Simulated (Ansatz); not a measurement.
Isolated molecules relaxed with PBE0-D4/def2-TZVP in Ansatz; ΔE leaves out vibrations. CCSD(T)/CBS adds triple-zeta CCSD(T) − MP2 to the extrapolated MP2 energy (def2 sets, frozen cores). This one scheme is used for every species. Functionals use def2-TZVPP. For Se outer-core shells are correlated without core-valence functions, which leaves a few kJ/mol of doubt a bond. Scalar relativity is left out up to krypton. Each species was taken in one conformer, which may not be the lowest.

`COB(C)N` + `[F][Al]([Cl])[SeH]` → `C[Se][Al]([F])[Cl]` + `CB(N)O`  (substitution at a C–O bond)

CCSD(T)/CBS gives -0.49 eV.

Q: Another level gave -0.45 eV. Which?
A. CAM-B3LYP/def2-TZVPP
B. BLYP-D4/def2-TZVPP
C. MP2/def2-TZVPP
D. SCS-MP2/def2-TZVPP

A: B. BLYP-D4 -0.45, CAM-B3LYP -0.38, MP2/def2-TZVPP -0.54, SCS-MP2/def2-TZVPP -0.50 eV.

Largest T1 diagnostic among the species: 0.011.

Leaving LDA and LC-ωPBE aside and taking each functional with its dispersion term where it has one, the values, not all of them listed here, spread over 0.10 eV, from PBE-QIDH to CAM-B3LYP-D4. LDA lies +0.08 eV from PBE without D4. In def2-TZVPP, CCSD(T) changes the Hartree–Fock value by −0.10 eV (the triples alone add −0.02 eV) and MP2 by −0.18 eV.

CCSD(T)/CBS has its own doubt, a few kJ/mol and more with outer-core shells, so smaller differences from it don't rank the levels.
